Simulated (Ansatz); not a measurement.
Reaction (ligand exchange at the Si–S bond): `F[SiH](F)S[SiH](Cl)Cl` + `C=C[SiH2]S` → `C=C[SiH2]S[SiH](Cl)Cl` + `F[SiH](F)S`

Calculated with Ansatz (gas phase, PBE0-D4/def2-TZVP geometries, no zero-point term in ΔE). CCSD(T)/CBS adds triple-zeta CCSD(T) − MP2 to the extrapolated MP2 energy (def2 sets, frozen cores). DFT in def2-TZVPP. Each species was taken in one conformer, which may not be the lowest.

(1) Is it downhill or uphill in electronic energy at CCSD(T)/CBS, and by how much? (Best estimate.)

(2) What do these levels give: r2SCAN-D4, ωB97M-V, B2PLYP, PBE0, MP2/CBS(def2), CCSD/CBS(def2)? (Best estimate.)

Largest T1 diagnostic among the species: 0.012.

Answers

(1) Computed: Downhill: ΔE = -2.4 kcal/mol.

(2) Ansatz gave: r2SCAN-D4 -2.1, ωB97M-V -2.4, B2PLYP -1.5, PBE0 -1.2, MP2/CBS(def2) -3.1, CCSD/CBS(def2) -2.0 kcal/mol.

In def2-TZVPP, CCSD(T) changes the Hartree–Fock value by −2.1 kcal/mol (the triples alone add −0.4 kcal/mol) and MP2 by −2.7 kcal/mol. The D4 term adds −2.1 kcal/mol with B3LYP and −1.3 kcal/mol with PBE0; it sums over pairs of atoms, weighted by their polarisabilities, and B3LYP, whose exchange is more repulsive, gets the larger term.

B3LYP here is the variant with VWN-RPA as its local correlation; programs differ in this.
